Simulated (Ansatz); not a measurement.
Mulliken charges of `[F][GeH]1[O][SiH2]1` from r2SCAN/def2-TZVPP in Ansatz (PBE0-D4/def2-TZVP geometry).

```csv
atom,x (Å),y (Å),z (Å),charge (e)
F1,-1.023,-1.990,0.938,-0.368
Ge2,-0.148,-1.091,-0.264,0.552
O3,-0.947,0.597,-0.388,-0.491
Si4,0.527,1.008,0.232,0.432
H5,-0.369,-1.867,-1.568,0.004
H6,0.579,1.480,1.636,-0.060
H7,1.440,1.795,-0.632,-0.068
```

**Question.** By hand: the dipole of these point charges (1 e Å = 4.8032 D).

**Answer.** Σ q r = (0.853, 0.054, -0.262) e Å, of length 0.894 e Å = 4.29 D.

**Question.** How does the dipole of the full density compare? (Estimate.)

**Answer.** Ansatz gave: (0.503, 0.181, -0.174) e Å, 2.70 D; the point charges give 1.59 times that, at 15° from its direction.

Point charges leave out the atoms' own dipoles, such as those of lone pairs, and Mulliken's split depends on the basis, so the two needn't agree.
